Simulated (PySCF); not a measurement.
CH3IMgS. Atoms are numbered in the order given.

```xyz
7

Mg    -0.0085    -0.5990    -0.5815
I      0.4602     0.9794     1.3756
S     -0.3904    -2.0440    -2.3282
C     -1.8999    -1.3740    -3.1238
H     -2.7676    -1.3909    -2.4497
H     -2.1222    -2.0279    -3.9782
H     -1.7518    -0.3549    -3.5073
```

Geometry: PBE0-D3(BJ)/def2-SVP. The def2 effective core potentials stand for the cores of I; spin–orbit coupling is left out. The values are those of a single conformer.

Calculation: PBE/def2-TZVP run with PySCF.

Gas-phase values at a fixed geometry.

Computed frontier levels, gap, dipole moment and polarisability:
```
Property                                                                                                        Result
---------------------------------------------------------------------------------------------  -----------------------
highest occupied level                                                                                        -5.60 eV
lowest empty level                                                                                            -2.32 eV
orbital gap                                                                                                    3.27 eV
dipole moment                                                                                                   1.57 D
quadrupole, principal values (traceless, Buckingham form, about the centre of nuclear charge)  -12.02, 1.97, 10.04 D·Å
mean static polarisability                                                                       98.4 bohr³ (14.58 Å³)
polarisability, principal values                                                               76.3, 81.9, 137.0 bohr³
```
